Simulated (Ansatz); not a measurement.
Total energies of AlFGeH$_{5}$N (`[NH2][AlH][GeH2][F]`).

| atom | x (Å) | y (Å) | z (Å) |
| --- | --- | --- | --- |
| N1 | 0.0147 | -0.7277 | -1.7740 |
| Al2 | 0.1097 | 0.7433 | -0.8116 |
| Ge3 | -0.0498 | 0.2901 | 1.6273 |
| F4 | -0.2181 | -1.4645 | 1.7170 |
| H5 | -0.0923 | -1.6429 | -1.3642 |
| H6 | 0.0564 | -0.7908 | -2.7783 |
| H7 | 0.2779 | 2.1585 | -1.4995 |
| H8 | -1.2845 | 0.8323 | 2.3821 |
| H9 | 1.1860 | 0.6016 | 2.5012 |

Total charge 0; spin multiplicity 1. Correlated methods include outer-core shells of Ge, which these sets cover unevenly. Scalar relativity is left out up to krypton. The geometry is a stationary point of PBE0-D4/def2-TZVP. It is one conformer, not always the lowest. Basis def2-TZVPP, Ansatz 0.2.0.

RPA on PBE orbitals: Hartree–Fock energy of these orbitals -2474.17022 Eh, correlation -1.28888 Eh (frozen core).

```json
{"functional": "LDA (SPW92)", "energy without D4 (Eh)": "-2471.85394", "D4 term (kJ/mol)": "–"}
{"functional": "PBE", "energy without D4 (Eh)": "-2476.56358", "D4 term (kJ/mol)": "-15.3"}
{"functional": "revPBE", "energy without D4 (Eh)": "-2476.91736", "D4 term (kJ/mol)": "-40.5"}
{"functional": "BLYP", "energy without D4 (Eh)": "-2477.21525", "D4 term (kJ/mol)": "-32.7"}
{"functional": "r2SCAN", "energy without D4 (Eh)": "-2477.07692", "D4 term (kJ/mol)": "-3.7"}
{"functional": "B97M-V", "energy without D4 (Eh)": "-2476.69779", "D4 term (kJ/mol)": "–"}
{"functional": "PBE0", "energy without D4 (Eh)": "-2476.64551", "D4 term (kJ/mol)": "-13.1"}
{"functional": "B3LYP", "energy without D4 (Eh)": "-2477.26239", "D4 term (kJ/mol)": "-24.9"}
{"functional": "r2SCANh", "energy without D4 (Eh)": "-2477.05804", "D4 term (kJ/mol)": "-4.0"}
{"functional": "r2SCAN0", "energy without D4 (Eh)": "-2477.03127", "D4 term (kJ/mol)": "-4.5"}
{"functional": "HSE06 (plane-wave form)", "energy without D4 (Eh)": "-2476.63266", "D4 term (kJ/mol)": "-12.4"}
{"functional": "BHLYP", "energy without D4 (Eh)": "-2477.09860", "D4 term (kJ/mol)": "-21.3"}
{"functional": "CAM-B3LYP", "energy without D4 (Eh)": "-2477.26688", "D4 term (kJ/mol)": "-13.6"}
{"functional": "LC-ωPBE", "energy without D4 (Eh)": "-2476.74458", "D4 term (kJ/mol)": "–"}
{"functional": "ωB97X-V", "energy without D4 (Eh)": "-2476.90391", "D4 term (kJ/mol)": "–"}
{"functional": "ωB97M-V", "energy without D4 (Eh)": "-2476.99700", "D4 term (kJ/mol)": "–"}
{"functional": "B2PLYP", "energy without D4 (Eh)": "-2476.60365", "D4 term (kJ/mol)": "–"}
{"functional": "PBE-QIDH", "energy without D4 (Eh)": "-2476.21223", "D4 term (kJ/mol)": "–"}
```

B3LYP takes the VWN-RPA correlation (the form of Gaussian; ORCA's B3LYP/G). HSE06 is the plane-wave form, built on full-range PBE exchange. The double hybrids freeze the cores in their second-order part.

LC-ωPBE has ω = 0.4 bohr⁻¹.
